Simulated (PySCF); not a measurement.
Members of one series of related molecules.

All values: PBE0/pcSseg-1 (PySCF) at GFN2-xTB geometries, gas phase, one conformer each.

Question: Rank by dipole moment, lowest first.
A. `[CH3:1][C@:2]1(/[CH:3]=[CH:4]\[F:5])[CH2:6][NH:7][SiH2:8][NH:9]1` with C1–C2–C3–C4 -67°, C1–C2–C6–N7 -84°, C2–C6–N7–Si8 -31°, C6–N7–Si8–N9 13°, N7–Si8–N9–C2 10°
B. `[CH3:1][C@:2]1([SiH2:3][CH2:4][F:5])[CH2:6][NH:7][SiH2:8][NH:9]1` with C1–C2–Si3–C4 76°, C2–Si3–C4–F5 -46°, C1–C2–C6–N7 -81°, C2–C6–N7–Si8 -31°, C6–N7–Si8–N9 12°, N7–Si8–N9–C2 12°
C. `[F:1][CH2:2][CH2:3][C@@:4]1([CH2:5][F:6])[CH2:7][NH:8][SiH2:9][NH:10]1` with F1–C2–C3–C4 -62°, C2–C3–C4–C5 -57°, C3–C4–C5–F6 -55°, C3–C4–C7–N8 154°, C4–C7–N8–Si9 -31°, C7–N8–Si9–N10 13°, N8–Si9–N10–C4 10°
D. `[F:1][CH2:2][CH2:3][C@@:4]1([SiH3:5])[CH2:6][NH:7][SiH2:8][NH:9]1` with F1–C2–C3–C4 71°, C2–C3–C4–Si5 -50°, C3–C4–C6–N7 79°, C4–C6–N7–Si8 32°, C6–N7–Si8–N9 -13°, N7–Si8–N9–C4 -12°
E. `[NH2:1][CH2:2][C@:3]1([CH2:4][CH2:5][F:6])[CH2:7][NH:8][SiH2:9][NH:10]1` with H–N1–C2–C3 48° and 167°, N1–C2–C3–C4 176°, C2–C3–C4–C5 69°, C3–C4–C5–F6 178°, C2–C3–C7–N8 -154°, C3–C7–N8–Si9 30°, C7–N8–Si9–N10 -12°, N8–Si9–N10–C3 -12°
F. `[CH3:1][C@:2]1([CH2:3][CH2:4][F:5])[CH2:6][NH:7][SiH2:8][NH:9]1` with C1–C2–C3–C4 -172°, C2–C3–C4–F5 88°, C1–C2–C6–N7 -143°, C2–C6–N7–Si8 27°, C6–N7–Si8–N9 -17°, N7–Si8–N9–C2 1°

Answer: C (0.39 D), A (0.93 D), B (1.44 D), F (1.63 D), D (1.93 D), E (2.15 D).

All values together:

```json
{"SMILES": "C[C@]1(CCF)CN[SiH2]N1", "change": "parent", "formula": "C5H13FN2Si", "μ (D)": "1.63", "HOMO (eV)": "-6.34", "LUMO (eV)": "0.64", "lowest IAO charge (e)": "-0.699 (N)", "highest IAO charge (e)": "+1.011 (Si)", "lowest Hirshfeld charge (e)": "-0.248 (N)", "highest Hirshfeld charge (e)": "+0.394 (Si)"}
{"SMILES": "NC[C@]1(CCF)CN[SiH2]N1", "change": "H on C replaced by NH2", "formula": "C5H14FN3Si", "μ (D)": "2.15", "HOMO (eV)": "-6.43", "LUMO (eV)": "0.49", "lowest IAO charge (e)": "-0.696 (N)", "highest IAO charge (e)": "+1.008 (Si)", "lowest Hirshfeld charge (e)": "-0.252 (N)", "highest Hirshfeld charge (e)": "+0.398 (Si)"}
{"SMILES": "FCC[C@@]1([SiH3])CN[SiH2]N1", "change": "C replaced by Si", "formula": "C4H13FN2Si2", "μ (D)": "1.93", "HOMO (eV)": "-6.51", "LUMO (eV)": "0.53", "lowest IAO charge (e)": "-0.696 (N)", "highest IAO charge (e)": "+1.003 (Si)", "lowest Hirshfeld charge (e)": "-0.253 (N)", "highest Hirshfeld charge (e)": "+0.395 (Si)"}
{"SMILES": "C[C@]1(/C=C\\F)CN[SiH2]N1", "change": "C-C bond made double", "formula": "C5H11FN2Si", "μ (D)": "0.93", "HOMO (eV)": "-6.56", "LUMO (eV)": "0.45", "lowest IAO charge (e)": "-0.695 (N)", "highest IAO charge (e)": "+1.010 (Si)", "lowest Hirshfeld charge (e)": "-0.253 (N)", "highest Hirshfeld charge (e)": "+0.396 (Si)"}
{"SMILES": "FCC[C@@]1(CF)CN[SiH2]N1", "change": "H on C replaced by F", "formula": "C5H12F2N2Si", "μ (D)": "0.39", "HOMO (eV)": "-6.67", "LUMO (eV)": "0.57", "lowest IAO charge (e)": "-0.698 (N)", "highest IAO charge (e)": "+1.005 (Si)", "lowest Hirshfeld charge (e)": "-0.255 (N)", "highest Hirshfeld charge (e)": "+0.397 (Si)"}
{"SMILES": "C[C@]1(CCF)N[SiH2]N[SiH2]1", "change": "C replaced by Si", "formula": "C4H13FN2Si2", "μ (D)": "1.77", "HOMO (eV)": "-6.66", "LUMO (eV)": "0.69", "lowest IAO charge (e)": "-0.953 (N)", "highest IAO charge (e)": "+1.020 (Si)", "lowest Hirshfeld charge (e)": "-0.339 (N)", "highest Hirshfeld charge (e)": "+0.394 (Si)"}
{"SMILES": "FCC[C@@H]1CN[SiH2]N1", "change": "terminal C group replaced by H", "formula": "C4H11FN2Si", "μ (D)": "1.56", "HOMO (eV)": "-6.46", "LUMO (eV)": "0.72", "lowest IAO charge (e)": "-0.696 (N)", "highest IAO charge (e)": "+1.014 (Si)", "lowest Hirshfeld charge (e)": "-0.257 (N)", "highest Hirshfeld charge (e)": "+0.394 (Si)"}
{"SMILES": "CC[C@@]1(C)CN[SiH2]N1", "change": "terminal F group replaced by H", "formula": "C5H14N2Si", "μ (D)": "0.68", "HOMO (eV)": "-6.42", "LUMO (eV)": "0.76", "lowest IAO charge (e)": "-0.694 (N)", "highest IAO charge (e)": "+1.006 (Si)", "lowest Hirshfeld charge (e)": "-0.254 (N)", "highest Hirshfeld charge (e)": "+0.392 (Si)"}
{"SMILES": "C[C@]1([SiH2]CF)CN[SiH2]N1", "change": "C replaced by Si", "formula": "C4H13FN2Si2", "μ (D)": "1.44", "HOMO (eV)": "-6.50", "LUMO (eV)": "0.56", "lowest IAO charge (e)": "-0.694 (N)", "highest IAO charge (e)": "+1.004 (Si)", "lowest Hirshfeld charge (e)": "-0.252 (N)", "highest Hirshfeld charge (e)": "+0.396 (Si)"}
{"SMILES": "C[C@]1(C[SiH2]F)CN[SiH2]N1", "change": "C replaced by Si", "formula": "C4H13FN2Si2", "μ (D)": "1.94", "HOMO (eV)": "-6.66", "LUMO (eV)": "0.44", "lowest IAO charge (e)": "-0.696 (N)", "highest IAO charge (e)": "+1.071 (Si)", "lowest Hirshfeld charge (e)": "-0.252 (N)", "highest Hirshfeld charge (e)": "+0.415 (Si)"}
```

Conformers: `[CH3:1][C@:2]1([CH2:3][CH2:4][F:5])[CH2:6][NH:7][SiH2:8][NH:9]1` with C1–C2–C3–C4 -172°, C2–C3–C4–F5 88°, C1–C2–C6–N7 -143°, C2–C6–N7–Si8 27°, C6–N7–Si8–N9 -17°, N7–Si8–N9–C2 1°; `[NH2:1][CH2:2][C@:3]1([CH2:4][CH2:5][F:6])[CH2:7][NH:8][SiH2:9][NH:10]1` with H–N1–C2–C3 48° and 167°, N1–C2–C3–C4 176°, C2–C3–C4–C5 69°, C3–C4–C5–F6 178°, C2–C3–C7–N8 -154°, C3–C7–N8–Si9 30°, C7–N8–Si9–N10 -12°, N8–Si9–N10–C3 -12°; `[F:1][CH2:2][CH2:3][C@@:4]1([SiH3:5])[CH2:6][NH:7][SiH2:8][NH:9]1` with F1–C2–C3–C4 71°, C2–C3–C4–Si5 -50°, C3–C4–C6–N7 79°, C4–C6–N7–Si8 32°, C6–N7–Si8–N9 -13°, N7–Si8–N9–C4 -12°; `[CH3:1][C@:2]1(/[CH:3]=[CH:4]\[F:5])[CH2:6][NH:7][SiH2:8][NH:9]1` with C1–C2–C3–C4 -67°, C1–C2–C6–N7 -84°, C2–C6–N7–Si8 -31°, C6–N7–Si8–N9 13°, N7–Si8–N9–C2 10°; `[F:1][CH2:2][CH2:3][C@@:4]1([CH2:5][F:6])[CH2:7][NH:8][SiH2:9][NH:10]1` with F1–C2–C3–C4 -62°, C2–C3–C4–C5 -57°, C3–C4–C5–F6 -55°, C3–C4–C7–N8 154°, C4–C7–N8–Si9 -31°, C7–N8–Si9–N10 13°, N8–Si9–N10–C4 10°; `[CH3:1][C@:2]1([CH2:3][CH2:4][F:5])[NH:6][SiH2:7][NH:8][SiH2:9]1` with C1–C2–C3–C4 59°, C2–C3–C4–F5 55°, C1–C2–N6–Si7 -92°, C2–N6–Si7–N8 -18°, N6–Si7–N8–Si9 -1°, Si7–N8–Si9–C2 13°; `[F:1][CH2:2][CH2:3][C@@H:4]1[CH2:5][NH:6][SiH2:7][NH:8]1` with F1–C2–C3–C4 73°, C2–C3–C4–C5 -65°, C3–C4–C5–N6 -156°, C4–C5–N6–Si7 31°, C5–N6–Si7–N8 -13°, N6–Si7–N8–C4 -10°; `[CH3:1][CH2:2][C@@:3]1([CH3:4])[CH2:5][NH:6][SiH2:7][NH:8]1` with C1–C2–C3–C4 -65°, C2–C3–C5–N6 153°, C3–C5–N6–Si7 -30°, C5–N6–Si7–N8 12°, N6–Si7–N8–C3 11°; `[CH3:1][C@:2]1([SiH2:3][CH2:4][F:5])[CH2:6][NH:7][SiH2:8][NH:9]1` with C1–C2–Si3–C4 76°, C2–Si3–C4–F5 -46°, C1–C2–C6–N7 -81°, C2–C6–N7–Si8 -31°, C6–N7–Si8–N9 12°, N7–Si8–N9–C2 12°; `[CH3:1][C@:2]1([CH2:3][SiH2:4][F:5])[CH2:6][NH:7][SiH2:8][NH:9]1` with C1–C2–C3–Si4 173°, C2–C3–Si4–F5 104°, C1–C2–C6–N7 -84°, C2–C6–N7–Si8 -30°, C6–N7–Si8–N9 12°, N7–Si8–N9–C2 11°.

Give the shifts from the parent, `C[C@]1(CCF)CN[SiH2]N1`.

```csv
SMILES,change in μ (D),change in HOMO (eV),change in LUMO (eV)
NC[C@]1(CCF)CN[SiH2]N1,+0.52,-0.09,-0.15
FCC[C@@]1([SiH3])CN[SiH2]N1,+0.30,-0.17,-0.11
C[C@]1(/C=C\F)CN[SiH2]N1,-0.70,-0.22,-0.19
FCC[C@@]1(CF)CN[SiH2]N1,-1.24,-0.33,-0.07
C[C@]1(CCF)N[SiH2]N[SiH2]1,+0.14,-0.32,+0.05
FCC[C@@H]1CN[SiH2]N1,-0.07,-0.12,+0.08
CC[C@@]1(C)CN[SiH2]N1,-0.95,-0.08,+0.12
C[C@]1([SiH2]CF)CN[SiH2]N1,-0.19,-0.16,-0.08
C[C@]1(C[SiH2]F)CN[SiH2]N1,+0.31,-0.32,-0.20
```
